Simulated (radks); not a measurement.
The numbers below are computed, except where a source is named.
The palladium ion Pd33+, configuration [Ne] 3s2 3p1.

Level of theory: Dirac Kohn-Sham, PBE, spin-unpolarised, spherical densities, point nucleus; open shells are shared between the two j in proportion to 2j + 1 (a radial shooting solver on a logarithmic mesh with Libxc functionals).

Energy parts (hartree):
| part | energy |
|---|---|
| total | -4178.63292 |
| kinetic | 4396.67721 |
| electron-nucleus | -9072.85605 |
| Hartree | 582.67942 |
| exchange-correlation | -85.13350 |

Orbitals (lengths in bohr, moments of r in powers of bohr; <r^-3> diverges for s and p1/2; r(90%) holds 90 % of the orbital's charge):
orbital	occ.	eigenvalue (hartree)	r(90%)	<r^-3>
1s1/2	2	-956.2378	0.0571	-
2s1/2	2	-194.7989	0.210	-
2p1/2	2	-186.2544	0.188	-
2p3/2	4	-180.2035	0.194	3356
3s1/2	2	-76.50448	0.481	-
3p1/2	0.333333	-73.52187	0.468	-
3p3/2	0.666667	-72.02754	0.478	844.4
3d3/2	0	-67.79245	0.430	141.3
3d5/2	0	-67.44105	0.433	133.6
4s1/2	0	-40.41490	0.869	-

The highest occupied level is 3p3/2 at -1960.0 eV. The density falls to 0.001 e/bohr^3 at r = 0.87 bohr. For comparison, the ionisation energy in NIST's Atomic Spectra Database is 2016 eV (semi-empirical). In exact Kohn-Sham theory the highest level is minus the ionisation energy, but local and semilocal functionals leave it too shallow, through self-interaction and a potential that decays too fast; potentials with the right tail come closer. Summed over all electrons, <r^2> = 0.5170 bohr^2, which gives a Langevin (diamagnetic) susceptibility term of -0.41 x 10^-6 cm^3/mol.

Run on one thread of a shared host, so times are rough (Intel(R) Xeon(R) Platinum 8375C CPU @ 2.90GHz): 0.07 s of CPU time, 0.07 s wall, 13 iterations on 2476 mesh points.

Beside tabulated values, note that spin-unpolarised runs miss the spin-polarisation part of the exchange energy of open shells.
